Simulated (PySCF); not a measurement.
C₂H₇O, charge +1. Atoms are numbered in the order given.

```xyz
10

C      0.0243     0.2526     1.2703
O     -0.1242    -0.5249     0.0000
C      0.0243     0.2526    -1.2703
H      1.0165     0.7178     1.2903
H     -0.7824     0.9905     1.2516
H     -0.1196    -0.4723     2.0772
H      0.4733    -1.3050     0.0000
H     -0.1196    -0.4723    -2.0772
H     -0.7824     0.9905    -1.2516
H      1.0165     0.7178    -1.2903
```
Charge +1, spin multiplicity 1.

Coordinates come from a PBE-D3(BJ)/def2-TZVP optimisation. The isomer is the one that the SMILES or the coordinates give; other isomers of the formula were not compared.

Method: PBE/pcSseg-1 run with PySCF.

GIAO shieldings, no solvent; atoms alike by connectivity are averaged. δ = σ(ref) − σ: ¹³C against TMS (σ = 182.0 ppm); ¹⁷O against H2O (σ = 334.3 ppm); ¹H against TMS (σ = 31.49 ppm), references at their B3LYP-D3(BJ)/def2-TZVP geometries, non-relativistic.

```tsv
atoms	nucleus	count	δ (ppm)
C1, C3	¹³C	2	?
O2	¹⁷O	1	45.0
H4, H5, H6, H8, H9, H10	¹H	6	5.13
H7	¹H	1	?
```

Problem. Complete the blanks. (Estimate from the structure and the level; the computed values follow.)

Solution. 
- H7, δ (ppm): 4.55
- C1, C3, δ (ppm): 83.3
